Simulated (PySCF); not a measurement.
# Polarisability and C₆ of Ca⁺ (calcium, charge +1)

[Ar] 4s1, 2S determinant. Calculation: PySCF 2.14, in aug-cc-pwCVQZ-X2C (11s10p8d6f3g, 150 functions); scalar relativity by spin-free X2C-1e. Coupled (time-dependent) response in atomic units; α is the mean over directions.

```
method  mean α (bohr³)  C₆ (like pair)  S(−4)
  PBE0           84.53           631.4   6885
```

S(−4) is the Cauchy moment in α(ω) = α(0) + S(−4) ω² + …

α(iu) at PBE0:

```
u (hartree)  α(iu) (bohr³)
          0          84.53
     0.0500          70.34
      0.100          47.31
      0.200          21.87
      0.300          12.70
      0.500          6.651
      0.750          4.220
       1.00          3.078
       1.50          1.894
       2.00          1.280
       3.00         0.6925
       5.00         0.3009
```

A single London oscillator, α(iu) = α/(1 + u²/ω²), gives C₆ = (3/4) ω α². Matching the computed C₆ needs ω = 4 × 631.4 / (3 × 84.53²) = 0.118 hartree.

For an ion, C₆ is the dispersion term alone; charge-induced terms of lower order in 1/R come first.
